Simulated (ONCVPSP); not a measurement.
**Ranking ONCV potentials for tantalum**

All share these settings but for the change named:

tantalum (Ta), optimised norm-conserving Vanderbilt (ONCV), made with ONCVPSP 4.0.1 (revPBE, fully relativistic). Core [Kr] 4d10 4f14, reference 5s2 5p6 5d4 6s1. Waves: 5s+6s: rc 1.80 bohr, ncon 3, nbas 6, qcut 8.7 1/bohr, 2 projectors; 5p: rc 1.50 bohr, ncon 5, nbas 9, qcut 4.6 1/bohr, 2 projectors, debl 3.6 Ha; 5d: rc 3.00 bohr, ncon 4, nbas 9, qcut 5.9 1/bohr, 2 projectors, debl 1.2 Ha. Local part: polynomial inside 1.50 bohr (lpopt 5, dvloc0 0 Ha). Core correction: polynomial model core, fcfact 0.2.

Open shells are filled in proportion to 2j + 1.

Cutoff: the first of the cutoffs (Ha) at which the residual kinetic energy of the hardest occupied pseudo-wave falls to 1 and 0.1 mHa per electron; the density cutoff is not measured.

The base gives 98 Ha.

Of 10 variants that were run, those that failed, showed a ghost or another fault, or gave nearly equal values are left out.

A variant can come out equal or close to the base.

Problem. Rank these variants from softest to hardest (loose cutoff).
A. p: qcut 5.4
B. p: qcut 5.9
C. p: qcut 6.4
D. p: qcut 7

Solution. D (26 Ha), C (52 Ha), B (70 Ha), A (93 Ha).
